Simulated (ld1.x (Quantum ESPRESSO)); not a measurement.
What one change does to a pseudopotential (potassium (K), TM)

```json
{
  "Element": "potassium",
  "Generator": "ld1.x (Quantum ESPRESSO) 7.5",
  "Type": "norm-conserving Troullier–Martins (Kleinman–Bylander form)",
  "Functional": "PBEsol",
  "Relativity": "scalar-relativistic",
  "Frozen core": "[Ne]",
  "Valence charge": "9",
  "Reference configuration": "3s2 3p6 3d0 4s0 4p0 (charge +1)",
  "Partial waves": "3s (bound): rc 1.75 bohr; 3p (bound): rc 2.10 bohr; 3d (bound, empty): rc 2.35 bohr",
  "Local potential": "all-electron potential smoothed inside 1.40 bohr (lloc = -1)",
  "Core correction": "none"
}
```

All-electron outer shells of the reference configuration (PBEsol, scalar-relativistic, ld1.x):

| shell | level (eV) | outermost node (bohr) | outermost maximum (bohr) |
| --- | --- | --- | --- |
| 2p | -286.02 | – | 0.26 |
| 3s | -41.34 | 0.48 | 1.07 |
| 3p | -24.83 | 0.45 | 1.15 |
| 4s | -6.07 | 1.56 | 3.51 |
| 3d | -3.73 | – | 1.76 |
| 4p | -3.67 | 1.81 | 4.45 |

Change: wave 3s (bound): rc 1.75 bohr becomes 3s (bound): rc 1.52 bohr.

Cutoffs: the cutoffs (Ry, on a coarse ladder) from which the occupation-weighted sum of valence levels, in a spherical-Bessel basis at the reference potential, stays within 10 and 1 mRy of its value at 400 Ry; they do not see the model core or the augmentation charge, which bear on the density cutoff. Errors are all-electron minus pseudo energies relative to the spin-unpolarised reference configuration.

**Question.** How do hardness, ghosts and transferability respond?

**Answer.** The potential gets harder (30 Ry and 55 Ry → 45 Ry and 70 Ry); of the 7 tests that both files solve, the error grows in 0 and shrinks in 5 by more than 15 % and 0.3 meV (median size 36.4 → 21.5 meV); neither file shows a bound ghost. A smaller radius makes the pseudo-wave follow the all-electron one further in, where it bends more sharply, so more plane waves are needed. Less of the atom is replaced, so other configurations are described better.

```tsv
quantity	base	changed
cutoff, loose	30 Ry	45 Ry
cutoff, tight	55 Ry	70 Ry
loose cutoff by channel (10 mRy a level)	s 21 Ry, p 21 Ry	s 30 Ry, p 21 Ry
bound ghosts	none	none
error for 3s2 3p6 3d0 4s1 4p0, meV [ΔE -4.22 eV]	+52	+31
error for 3s2 3p6 3d0 4s0.5 4p0, meV [ΔE -2.60 eV]	+36	+21
error for 3s2 3p6 3d0 4s0 4p1, meV [ΔE -2.70 eV]	+1.8	+1.8
error for 3s2 3p5 3d0 4s1 4p0, meV [ΔE 20.68 eV]	+213	+127
error for 3s1 3p6 3d0 4s1 4p0, meV [ΔE 37.68 eV]	+187	+121
error for 3s2 3p6 3d0.5 4s0.5 4p0, meV [ΔE -3.01 eV]	+30	+18
error for 3s2 3p6 3d1 4s0 4p0, meV [ΔE -1.81 eV]	-0.2	-0.2
s: phases at 2.55 bohr within 0.05 rad from the reference energy up to (Ry; the scan ends near 5)	-0.3	-0.1
p: phases at 2.55 bohr within 0.05 rad from the reference energy up to (Ry; the scan ends near 5)	1.1	1.1
d: phases at 2.55 bohr within 0.05 rad from the reference energy up to (Ry; the scan ends near 5)	1.6	1.6
```
